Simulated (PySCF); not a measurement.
## UHF on Ge⁺ (germanium, charge +1)

Configuration: [Ar] 3d10 4s2 4p1, 2P determinant. Calculation: PySCF 2.14, in def2-TZVP (6s5p4d1f, 48 functions); the non-relativistic Hamiltonian (point nucleus).

```json
{
  "Total energy": "-2075.047610 hartree",
  "One-electron energy": "-2884.4828 hartree",
  "Hartree (Coulomb) energy": "886.6975 hartree",
  "Exchange energy": "-77.2623 hartree",
  "Kinetic energy": "2074.99282 hartree",
  "⟨S²⟩": "0.7607",
  "⟨L²⟩": "2.032",
  "Sum of ⟨r⟩": "20.88 bohr",
  "Sum of ⟨r²⟩": "29.20 bohr²",
  "Traceless quadrupole moment −½Σ⟨3z² − r²⟩ along its main axis": "-3.29 e·bohr²",
  "Density at the nucleus (Gaussians lack the cusp)": "21900 bohr⁻³",
  "Spin density at the nucleus": "-0.187 bohr⁻³",
  "Langevin diamagnetic susceptibility": "-23.1 ×10⁻⁶ cm³/mol",
  "Time after the integrals": "0.22 s of wall time on 1 thread of Neoverse-V1 (shared host)"
}
```

```json
{"shell": "1s α", "electrons": "1", "mean orbital energy (eV)": "-11036.5", "spread (eV)": "0", "rms radius, mean of both spins (bohr)": "0.0554"}
{"shell": "1s β", "electrons": "1", "mean orbital energy (eV)": "-11036.5", "spread (eV)": "0", "rms radius, mean of both spins (bohr)": "0.0554"}
{"shell": "2s α", "electrons": "1", "mean orbital energy (eV)": "-1428.3", "spread (eV)": "0", "rms radius, mean of both spins (bohr)": "0.231"}
{"shell": "2s β", "electrons": "1", "mean orbital energy (eV)": "-1428.3", "spread (eV)": "0", "rms radius, mean of both spins (bohr)": "0.231"}
{"shell": "2p α", "electrons": "3", "mean orbital energy (eV)": "-1267.4", "spread (eV)": "0.032", "rms radius, mean of both spins (bohr)": "0.205"}
{"shell": "2p β", "electrons": "3", "mean orbital energy (eV)": "-1267.3", "spread (eV)": "0.138", "rms radius, mean of both spins (bohr)": "0.205"}
{"shell": "3s α", "electrons": "1", "mean orbital energy (eV)": "-204.93", "spread (eV)": "0", "rms radius, mean of both spins (bohr)": "0.678"}
{"shell": "3s β", "electrons": "1", "mean orbital energy (eV)": "-204.82", "spread (eV)": "0", "rms radius, mean of both spins (bohr)": "0.678"}
{"shell": "3p α", "electrons": "3", "mean orbital energy (eV)": "-149.70", "spread (eV)": "0.029", "rms radius, mean of both spins (bohr)": "0.705"}
{"shell": "3p β", "electrons": "3", "mean orbital energy (eV)": "-149.53", "spread (eV)": "0.478", "rms radius, mean of both spins (bohr)": "0.705"}
{"shell": "3d α", "electrons": "5", "mean orbital energy (eV)": "-53.674", "spread (eV)": "0.298", "rms radius, mean of both spins (bohr)": "0.809"}
{"shell": "3d β", "electrons": "5", "mean orbital energy (eV)": "-53.600", "spread (eV)": "0.479", "rms radius, mean of both spins (bohr)": "0.809"}
{"shell": "4s α", "electrons": "1", "mean orbital energy (eV)": "-24.195", "spread (eV)": "0", "rms radius, mean of both spins (bohr)": "2.28"}
{"shell": "4s β", "electrons": "1", "mean orbital energy (eV)": "-21.902", "spread (eV)": "0", "rms radius, mean of both spins (bohr)": "2.28"}
{"shell": "4p α", "electrons": "1", "mean orbital energy (eV)": "-15.549", "spread (eV)": "0", "rms radius, mean of both spins (bohr)": "2.82"}
```
